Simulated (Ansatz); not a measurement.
Basis-set extrapolation for `O[Si@@H]1N[C@H](F)O1` (PBE0-D4/def2-TZVP geometry, frozen core, Ansatz 0.2.0). Multiplicity 1, RHF reference.

|  | def2-TZVPP | def2-QZVPP |
| --- | --- | --- |
| HF | -633.022218 | -633.047724 |
| MP2 correlation | -1.199570 | -1.297537 |
| CCSD(T) correlation | -1.263466 | not run |

Energies in hartree. Use E(X) = E(∞) + A·exp(−7.88·√X) for Hartree–Fock and E(X) = E(∞) + B·X^(−2.97) for correlation, with X = 3 and 4, and add CCSD(T) minus MP2 of the smaller set to the MP2 limit.

Task: What is the CCSD(T) energy at the basis-set limit?

Result: HF limit: -633.047724 + (-0.025506) × 0.13774 = -633.05124. MP2 limit: -1.297537 + (-0.097967) × 0.74074 = -1.37011. Higher-order term: -1.263466 − (-1.199570) = -0.06390. Total: -634.48525 hartree, 125.2 kcal/mol below CCSD(T)/def2-TZVPP.
